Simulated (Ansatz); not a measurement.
Stepwise reaction of `[F][Y]([Cl])[Cl]` with ammonia, as a gas-phase model of exchange steps in deposition or etching. ΔE in kJ/mol; ΔG adds harmonic PBE0-D4 terms to CCSD(T)/CBS, at 1 bar.

Isolated molecules relaxed with PBE0-D4/def2-TZVP in Ansatz; ΔE leaves out vibrations. CCSD(T)/CBS adds triple-zeta CCSD(T) − MP2 to the extrapolated MP2 energy (def2 sets, frozen cores). This one scheme is used for every species. Functionals use def2-TZVPP. B3LYP here is the variant with VWN-RPA as its local correlation; programs differ in this. Elements past krypton have def2 core potentials. For Y outer-core shells are correlated without core-valence functions, which leaves a few kJ/mol of doubt a bond. Each species was taken in one conformer, which may not be the lowest.

| step | reaction | PBE-D4 | B3LYP-D4 | ωB97M-V | CCSD(T)/CBS | ΔG(400 K) |
| --- | --- | --- | --- | --- | --- | --- |
| 1 | `[F][Y]([Cl])[Cl]` + NH₃ → `[NH2][Y]([F])[Cl]` + HCl | 118.0 | 122.4 | 124.3 | 125.8 | 115.0 |
| 2 | `[NH2][Y]([F])[Cl]` + NH₃ → `[NH2][Y]([NH2])[F]` + HCl | 134.9 | 139.8 | 141.6 | 141.1 | 133.5 |

(1) By hand: ΔE of the 2 steps together at CCSD(T)/CBS.

Results:

(1) (125.8) + (141.1) = 266.9 kJ/mol, or 133.4 kJ/mol a step.

In ΔE each step is higher than the one before. All are uphill at CCSD(T)/CBS. ΔG lies between 115.0 and 133.5 kJ/mol a step. PBE-D4 differs from CCSD(T)/CBS by -7.8 to -6.2 kJ/mol a step. Isolated molecules leave out the surface, adducts and barriers. Largest T1 diagnostic: 0.013.
